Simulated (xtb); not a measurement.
Sn(Me)2 (C2H6Sn), SMILES [CH3][Sn][CH3] (connectivity only; charge and spin as stated), neutral, multiplicity 1. All values are semi-empirical tight-binding results from xtb (GFN2-xTB unless named), good for trends rather than for accurate numbers. Geometry: GFN2-xTB.

For metal compounds this method's bond lengths and energies can be far off.

```json
{
 "orbital_gap": "2.78 eV",
 "zero_point_energy": "42.7 kcal/mol",
 "G − E(el) at 298.15 K (modified RRHO)": "23.3 kcal/mol"
}
```
